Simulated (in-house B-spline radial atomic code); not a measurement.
Ga⁺. Computed with a B-spline radial atomic code. Model: all-electron spherical atom, spin shells full or empty, radial basis limit, no spin-orbit coupling: exact exchange with a local potential (Slater, KLI or optimised effective potential, whose far tail is KLI's), no correlation.

The run also made RPA and GW results, which its time includes.

The Slater potential averages the orbital exchange potentials with the orbital densities as weights, KLI adds orbital constants, and the optimised effective potential minimises the exact-exchange energy among local potentials. So their energies lie above Hartree-Fock in the order OEP, KLI, Slater. All fall off as −1/r, unlike LDA and GGA exchange.

Command:
```bash
python run_gw.py task.json out
```
Settings (lengths in bohr, energies in hartree):
```
Z                      31
electrons              30
configuration          [Ar] 3d10 4s2
hamiltonian            nr
method                 kli
lmax                   9
spin_polarised         False
box_radius             23.78
intervals              75
ion_configuration      [Ar] 3d10 4s1
```

Time taken, with all properties: 14 s on 1 thread of Arm Neoverse N1 (shared host).

Given: hamiltonian non-relativistic; mean-field start exchange-only KLI.

Computed: energy above Hartree-Fock 15.057 millihartree; virial ratio -E/T less 1 0.000593.

| radius (bohr) | r times exchange potential (hartree bohr) |
| --- | --- |
| 0.00161 | -0.039083 |
| 0.00201 | -0.048735 |
| 0.00252 | -0.060992 |
| 0.00314 | -0.075795 |
| 0.00392 | -0.094243 |
| 0.0049 | -0.11708 |
| 0.00612 | -0.1449 |
| 0.00764 | ? |
| 0.00954 | -0.21848 |
| 0.0119 | ? |
| 0.0149 | -0.31815 |
| 0.0186 | -0.37483 |
| 0.0232 | -0.4316 |
| 0.029 | -0.48312 |
| 0.0362 | -0.52046 |
| 0.0452 | -0.53623 |
| 0.0564 | -0.53073 |
| 0.0705 | -0.53034 |
| 0.088 | -0.5864 |
| 0.11 | -0.70677 |
| 0.137 | -0.83457 |
| 0.171 | -0.91922 |
| 0.214 | -0.91964 |
| 0.267 | -0.83575 |
| 0.334 | -0.80849 |
| 0.417 | -0.99599 |
| 0.521 | -1.2281 |
| 0.65 | -1.3601 |
| 0.812 | -1.3468 |
| 1.01 | -1.2043 |
| 1.27 | -0.99094 |
| 1.58 | -0.84248 |
| 1.98 | -0.82916 |
| 2.47 | -0.89124 |
| 3.08 | -0.94832 |
| 3.85 | -0.98014 |
| 4.81 | -0.99329 |

**Question.** What belongs in the row 0.00764?

**Answer.** r times exchange potential (hartree bohr): -0.17846.

**Question.** What belongs in the row 0.0119?

**Answer.** r times exchange potential (hartree bohr): -0.26486.

| occupied | level (hartree) | Hartree-Fock level (hartree) |
| --- | --- | --- |
| 1s | -371.09 | -379.12 |
| 2s | -45.684 | -48.471 |
| 2p | -40.526 | -42.796 |
| 3s | -5.767 | -6.6972 |
| 3p | ? | ? |
| 3d | -1.1968 | -1.4951 |
| 4s | -0.68789 | -0.68807 |

**Question.** What belongs in the row 3p?

**Answer.** level (hartree): -4.0854; Hartree-Fock level (hartree): -4.7834.

| empty | level (hartree) |
| --- | --- |
| 4p | -0.4436 |
| 5s | ? |
| 4d | -0.21777 |
| 5p | -0.20085 |

**Question.** What belongs in the row 5s?

**Answer.** level (hartree): -0.26416.

The highest level, 4s, differs from Hartree-Fock by +0.005 eV and the deepest, 1s, by +218 eV: a local potential can match the highest level but can't give each shell its own exchange.
